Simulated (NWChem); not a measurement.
System: C₂H₅FSi; SMILES C=C(F)[SiH3]

Give the equilibrium geometry at PBE-D3(BJ)/def2-SVP (NWChem) as a list of bonds and angles, with the point group.

point group Cs; any orientation.
Bonded distances (Å): C1–C2 1.344, C1–H5 1.099, C1–H6 1.102, C2–F3 1.361, C2–Si4 1.895, Si4–H7 1.502, Si4–H8 1.503, Si4–H9 1.503. Angles (°): C2–C1–H5 120.0, C2–C1–H6 121.1, H5–C1–H6 118.9, C1–C2–F3 119.7, C1–C2–Si4 127.0, F3–C2–Si4 113.3, C2–Si4–H7 108.5, C2–Si4–H8 109.7, C2–Si4–H9 109.7, H7–Si4–H8 110.2, H7–Si4–H9 110.2, H8–Si4–H9 108.6.
